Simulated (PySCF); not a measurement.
## Dipole moment and polarisability of TiBr2(OMe)2

Compound: TiBr2(OMe)2, C₂H₆Br₂O₂Ti (singlet state).
Cartesian coordinates in Å at the PBE0-D3(BJ)/def2-SVP level; atoms count from 1:
```xyz
13
C2H6Br2O2Ti angstrom
Ti     0.988    0.049    0.774
Br     1.008    0.126    3.140
Br     3.185    0.032   -0.093
O      0.181    1.448    0.160
C     -0.586    2.398   -0.494
H     -1.007    3.107    0.237
H     -1.415    1.921   -1.044
H      0.040    2.959   -1.208
O      0.191   -1.389    0.245
C     -0.498   -2.455   -0.311
H      0.190   -3.080   -0.903
H     -1.306   -2.095   -0.969
H     -0.940   -3.073    0.487
```

Level: PBE0/def2-SVPD (PySCF), static field, nuclei fixed, core orbitals frozen in the response. The polarisability tensor in these axes (au):

```
x   122.88  -0.16  -0.50
y    -0.16 118.03   0.27
z    -0.50   0.27 126.12
```

Diagonalise the tensor; give its mean and Δα, where Δα² is half the sum of the squared differences of the eigenvalues.

Principal values 118.02, 122.81 and 126.20 au; mean 122.34 au = 18.13 Å³ = 20.17 × 10⁻⁴⁰ C²·m²/J; Δα = 7.12 au (6 % of the mean).

What is the dipole moment, and where does it point?

(-3.84, -0.21, -2.89) D, 4.81 D in size, pointing from the negative to the positive side. Measured along this direction, the outermost atoms are Br2 at the negative end and H12 and H7 at the positive end.

Sum over states: ᾱ = Σ f/ω², ω in Eh. What share falls to these 15 lowest TDDFT singlets (eV, f)? 4.17, 0.0000; 4.32, 0.0366; 4.34, 0.0007; 4.51, 0.0043; 4.66, 0.0065; 4.80, 0.0289; 4.82, 0.0021; 4.90, 0.0022; 5.00, 0.0000; 5.08, 0.0322; 5.12, 0.0000; 5.15, 0.0059; 5.18, 0.0002; 5.27, 0.0001; 5.29, 0.0046.

They add up to 4.15 au, 3.4 % of the 122.34 au; the largest single term is 1.45 au, from the state at 4.32 eV. Terms in order: 0.00, 1.45, 0.03, 0.16, 0.22, 0.93, 0.07, 0.07, 0.00, 0.92, 0.00, 0.16, 0.01, 0.00, 0.12 au. Higher excitations give the rest. The strengths listed sum to 0.124.

Find the Langevin capture rate constant for H3+ (3.023 u) meeting this molecule (267.821 u), k = 2.342 × 10⁻⁹ cm³/s × √(α in Å³ / reduced mass in u).

The reduced mass is 2.99 u, so k = 5.77 × 10⁻⁹ cm³/s. The formula leaves out the permanent dipole, which adds to the capture rate.

Molar refractivity from α?

Lorentz–Lorenz: R = (4π/3)N_A α = 2.5225 cm³/(mol·Å³) × 18.13 Å³ = 45.7 cm³/mol, in the limit of long wavelengths.

Isolated species at its PBE0-D3(BJ)/def2-SVP geometry, gas phase. The calculation is non-relativistic, for bromine too.
